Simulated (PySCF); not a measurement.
C₄HN₃.
Numbering: `[N:1]#[C:2][CH:3]([C:4]#[N:5])[C:6]#[N:7]` (hydrogens: H8 on C3)

The same species was optimised twice, with GFN2-xTB and with PBE0-D3(BJ)/def2-SVP (PySCF), and the same property calculations (PySCF, gas phase) were run on both structures.

```json
{"coordinate": "C4≡N5 (Å)", "GFN2-xTB": "1.139", "PBE0-D3(BJ)/def2-SVP": "1.154", "change": "+0.015"}
{"coordinate": "C6≡N7 (Å)", "GFN2-xTB": "1.139", "PBE0-D3(BJ)/def2-SVP": "1.154", "change": "+0.015"}
{"coordinate": "N1≡C2 (Å)", "GFN2-xTB": "1.139", "PBE0-D3(BJ)/def2-SVP": "1.154", "change": "+0.015"}
{"coordinate": "C3–C6 (Å)", "GFN2-xTB": "1.456", "PBE0-D3(BJ)/def2-SVP": "1.471", "change": "+0.015"}
{"coordinate": "C2–C3 (Å)", "GFN2-xTB": "1.457", "PBE0-D3(BJ)/def2-SVP": "1.471", "change": "+0.014"}
{"coordinate": "C3–C4 (Å)", "GFN2-xTB": "1.457", "PBE0-D3(BJ)/def2-SVP": "1.471", "change": "+0.014"}
{"coordinate": "C2–C3–C6 (°)", "GFN2-xTB": "109.6", "PBE0-D3(BJ)/def2-SVP": "111.4", "change": "+1.8"}
{"coordinate": "C4–C3–C6 (°)", "GFN2-xTB": "109.6", "PBE0-D3(BJ)/def2-SVP": "111.4", "change": "+1.8"}
{"coordinate": "C2–C3–C4 (°)", "GFN2-xTB": "109.6", "PBE0-D3(BJ)/def2-SVP": "111.4", "change": "+1.8"}
{"coordinate": "N1–C2–C3 (°)", "GFN2-xTB": "179.9", "PBE0-D3(BJ)/def2-SVP": "178.8", "change": "-1.1"}
{"coordinate": "C3–C4–N5 (°)", "GFN2-xTB": "179.9", "PBE0-D3(BJ)/def2-SVP": "178.8", "change": "-1.1"}
{"coordinate": "C3–C6–N7 (°)", "GFN2-xTB": "179.9", "PBE0-D3(BJ)/def2-SVP": "178.9", "change": "-1.0"}
```

Rotational constants: A = 2963, B = 2963, C = 1579 MHz (GFN2-xTB) against A = 2864, B = 2860, C = 1505 MHz (PBE0-D3(BJ)/def2-SVP). Point groups within 0.08 Å: C3v and C3v.

On the GFN2-xTB structure: isotropic polarisability (au) 53.4 [CAM-B3LYP/def2-SVPD]; HOMO (eV) -12.43 [CAM-B3LYP/def2-SVPD]; LUMO (eV) -0.20 [CAM-B3LYP/def2-SVPD]; dipole (D) 3.16 [CAM-B3LYP/def2-SVPD]; HOMO (eV) -10.96 [PBE0/pcSseg-1]; LUMO (eV) -1.21 [PBE0/pcSseg-1]; dipole (D) 3.09 [PBE0/pcSseg-1]; GIAO shielding of N1/N5/N7 (mean) (ppm) -50.3 [PBE0/pcSseg-1]; GIAO shielding of C2/C4/C6 (mean) (ppm) 76.7 [PBE0/pcSseg-1]; GIAO shielding of C3 (ppm) 175.4 [PBE0/pcSseg-1].

Question: What do these properties become on the PBE0-D3(BJ)/def2-SVP structure?

Answer: 
```json
{"property": "isotropic polarisability (au)", "level": "CAM-B3LYP/def2-SVPD", "on GFN2-xTB": "53.4", "on PBE0-D3(BJ)/def2-SVP": "54.7", "change": "+1.3"}
{"property": "HOMO (eV)", "level": "CAM-B3LYP/def2-SVPD", "on GFN2-xTB": "-12.43", "on PBE0-D3(BJ)/def2-SVP": "-12.29", "change": "+0.14"}
{"property": "LUMO (eV)", "level": "CAM-B3LYP/def2-SVPD", "on GFN2-xTB": "-0.20", "on PBE0-D3(BJ)/def2-SVP": "-0.26", "change": "-0.06"}
{"property": "dipole (D)", "level": "CAM-B3LYP/def2-SVPD", "on GFN2-xTB": "3.16", "on PBE0-D3(BJ)/def2-SVP": "2.82", "change": "-0.34"}
{"property": "energy, GFN2-xTB geometry as zero (kcal/mol)", "level": "CAM-B3LYP/def2-SVPD", "on GFN2-xTB": "0.0", "on PBE0-D3(BJ)/def2-SVP": "-1.3", "change": "-1.3"}
{"property": "HOMO (eV)", "level": "PBE0/pcSseg-1", "on GFN2-xTB": "-10.96", "on PBE0-D3(BJ)/def2-SVP": "-10.83", "change": "+0.13"}
{"property": "LUMO (eV)", "level": "PBE0/pcSseg-1", "on GFN2-xTB": "-1.21", "on PBE0-D3(BJ)/def2-SVP": "-1.28", "change": "-0.07"}
{"property": "dipole (D)", "level": "PBE0/pcSseg-1", "on GFN2-xTB": "3.09", "on PBE0-D3(BJ)/def2-SVP": "2.77", "change": "-0.32"}
{"property": "energy, GFN2-xTB geometry as zero (kcal/mol)", "level": "PBE0/pcSseg-1", "on GFN2-xTB": "0.0", "on PBE0-D3(BJ)/def2-SVP": "-1.0", "change": "-1.0"}
{"property": "GIAO shielding of N1/N5/N7 (mean) (ppm)", "level": "PBE0/pcSseg-1", "on GFN2-xTB": "-50.3", "on PBE0-D3(BJ)/def2-SVP": "-57.6", "change": "-7.3"}
{"property": "GIAO shielding of C2/C4/C6 (mean) (ppm)", "level": "PBE0/pcSseg-1", "on GFN2-xTB": "76.7", "on PBE0-D3(BJ)/def2-SVP": "74.5", "change": "-2.2"}
{"property": "GIAO shielding of C3 (ppm)", "level": "PBE0/pcSseg-1", "on GFN2-xTB": "175.4", "on PBE0-D3(BJ)/def2-SVP": "171.1", "change": "-4.3"}
```

The heavy atoms differ by 0.057 Å rms after alignment. Among bonds between heavy atoms N1≡C2, C2–C3, C3–C4, C3–C6, C4≡N5 and C6≡N7 change most and about equally (+0.014 to +0.015 Å). Changes are differences of the printed values. Neither structure is proved a minimum here.
